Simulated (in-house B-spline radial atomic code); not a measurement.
**Functionals against NIST's ionisation energies along a row: La³⁺ to Lu³⁺**

Ionisation energies as differences of self-consistent total energies from an all-electron radial atomic-structure program (B-spline basis): all electrons, radial basis limit, scalar-relativistic (one-electron X2C), spin-polarised at highest spin, spherical densities; exact exchange is averaged over the determinants of each configuration. No spin-orbit coupling, Breit or QED terms. NIST's values run from ground level to ground level, so in open shells the differences also hold multiplet and fine-structure energies that spherical high-spin averages miss. For p electrons of heavy elements the spin-orbit part alone reaches an electronvolt or more. Columns give computed minus NIST, in eV; a star marks a semi-empirical value. Species are left out where the tabulated value is theory, is uncertain by more than 0.12 eV, or (13 ions, such as In⁴⁺, Te⁴⁺ and Bi⁴⁺) lies off its series for all methods alike, which flatters the means a little.

| species | shell | NIST (eV) | B3LYP | LC-wPBE | revTPSS | AM05 |
| --- | --- | --- | --- | --- | --- | --- |
| La³⁺ | 5p | 49.95 ± 0.06* | +0.75 | +0.76 | +0.83 | +0.69 |
| Ce³⁺ | 4f | 36.91 ± 0.009* | +0.71 | +0.83 | +0.64 | +1.14 |
| Pr³⁺ | 4f | 38.98 ± 0.03* | +0.20 | +0.32 | +0.24 | +0.64 |
| Nd³⁺ | 4f | 40.60 ± 0.04* | -0.01 | +0.10 | +0.10 | +0.44 |
| Pm³⁺ | 4f | 41.17 ± 0.09* | +0.69 | +0.79 | +0.86 | +1.15 |
| Sm³⁺ | 4f | 41.64 ± 0.1* | +1.38 | +1.47 | +1.58 | +1.83 |
| Eu³⁺ | 4f | 42.94 ± 0.1* | +1.14 | +1.22 | +1.37 | +1.58 |
| Gd³⁺ | 4f | 44.44 ± 0.08* | +0.61 | +0.67 | +0.86 | +1.04 |
| Tb³⁺ | 4f | 39.33 ± 0.04* | +0.77 | +1.12 | +0.89 | +1.61 |
| Dy³⁺ | 4f | 41.23 ± 0.08* | +0.01 | +0.37 | +0.26 | +0.87 |
| Ho³⁺ | 4f | 42.52 ± 0.08* | -0.22 | +0.13 | +0.10 | +0.63 |
| Er³⁺ | 4f | 42.42 ± 0.04* | +0.85 | +1.20 | +1.23 | +1.70 |
| Tm³⁺ | 4f | 42.41 ± 0.04* | +1.77 | +2.10 | +2.18 | +2.59 |
| Yb³⁺ | 4f | 43.61 ± 0.04* | +1.40 | +1.71 | +1.84 | +2.20 |
| Lu³⁺ | 4f | 45.25 ± 0.03* | +0.54 | +0.82 | +0.98 | +1.30 |

**Question.** How do the methods rank, and which species is hardest?

**Answer.** Mean absolute (signed) differences: B3LYP 0.74 (+0.71) eV; LC-wPBE 0.91 (+0.91) eV; revTPSS 0.93 (+0.93) eV; AM05 1.29 (+1.29) eV. For Tm³⁺, which loses a 4f electron, the nearest method is off by +1.77 eV, the largest such miss.
